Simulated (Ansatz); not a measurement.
Computed with Ansatz on PBE0-D4/def2-TZVP structures; ΔE is electronic, products minus reactants. CBS: MP2 limit from def2 TZ/QZ plus the TZ coupled-cluster correction, frozen cores. Functionals use def2-TZVPP. B3LYP here is the variant with VWN-RPA as its local correlation; programs differ in this. For Zn outer-core shells are correlated without core-valence functions, which leaves a few kJ/mol of doubt a bond. Scalar relativity is left out up to krypton. Each species was taken in one conformer, which may not be the lowest.

`O[SiH2][BH][ZnH]` + `OCF` → `FC[O][ZnH]` + `B[SiH2]O`  (cleavage of the Zn–B bond)

Is it downhill or uphill in electronic energy at CCSD(T)/CBS, and by how much? (Best estimate.)

Computed: Downhill: ΔE = -70.7 kJ/mol.

What do these levels give: PBE0-D4, ωB97X-V, B2PLYP, r2SCAN, B3LYP, MP2/def2-TZVPP, SCS-MP2/def2-TZVPP, CCSD/def2-TZVPP, CCSD(T)/def2-TZVPP, HF/def2-QZVPP, MP2/CBS(def2), CCSD/CBS(def2)? (Best estimate.)

The calculation gave: PBE0-D4 -57.6, ωB97X-V -71.4, B2PLYP -73.9, r2SCAN -71.8, B3LYP -69.1, MP2/def2-TZVPP -74.3, SCS-MP2/def2-TZVPP -77.4, CCSD/def2-TZVPP -71.3, CCSD(T)/def2-TZVPP -70.5, HF/def2-QZVPP -86.4, MP2/CBS(def2) -74.5, CCSD/CBS(def2) -71.5 kJ/mol.

Largest T1 diagnostic among the species: 0.016.

In def2-TZVPP, CCSD(T) changes the Hartree–Fock value by +12.6 kJ/mol (the triples alone add +0.8 kJ/mol) and MP2 by +8.9 kJ/mol.
